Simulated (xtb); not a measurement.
C2H3N, charge -1, doublet, at a GFN2-xTB geometry (a state made from the parent by changing its charge; the spin is typed, not shown lowest). Base run: GFN2-xTB (xtb 6.7.1).

The xtb input:
```
$ xtb mol.xyz --gfn 2 --chrg -1 --uhf 1 --json

# file mol.xyz
6

C     -1.14762513     0.02603731     0.00494983
C      0.34331707    -0.39971770     0.11496049
N      1.35031630     0.27156055    -0.09560609
H     -1.65947905    -0.62089377    -0.72103085
H     -1.64071404    -0.11653138     0.97659776
H     -1.32617261     1.07858365    -0.30578618
```

Variants of this job, named by their change:

```
change        ΔE vs base (kJ/mol)  SCF cycles
------------  -------------------  ----------
base                         0.00          10
etemp = 5000               -12.75          10
acc = 0.1                    0.00          12
gbsa = thf                 -241.9           9
```

ALPB and GBSA are two models with their own fitted parameters for each solvent, which aren't always the measured dielectric constant.
